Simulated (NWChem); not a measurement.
# CH4CdS; SMILES C[S][CdH]

```xyz
7

Cd    -0.0247    -0.8622    -0.0001
H     -0.4704    -2.4709     0.0028
S      0.6690     1.3897     0.0000
C     -0.9015     2.3268     0.0000
H     -1.5047     2.1348    -0.8983
H     -0.6266     3.3911     0.0018
H     -1.5066     2.1321     0.8964
```
Atoms are numbered in this order, from 1.

Results from NWChem. Coordinates come from a PBE0/def2-SVP optimisation. def2 effective core potentials on Cd; no spin-orbit coupling. B3LYP is NWChem's, with the RPA form of VWN correlation. Ions are spin-unrestricted doublets at the neutral geometry; other ion states weren't tried.

| level | vertical ionisation energy, ΔSCF (eV) | −ε(HOMO) (eV) | ΔSCF minus −ε(HOMO) (eV) |
|---|---|---|---|
| B3LYP/def2-SVPD | 8.66 | 6.30 | 2.36 |
| PBE/def2-SVPD | 8.61 | 5.39 | 3.22 |
| M06-2X/def2-SVPD | 9.57 | 7.63 | 1.94 |
| PBE0/def2-SVPD | 8.62 | 6.51 | 2.11 |
| LDA (Slater exchange, VWN5)/def2-SVPD | 8.82 | 5.51 | 3.31 |
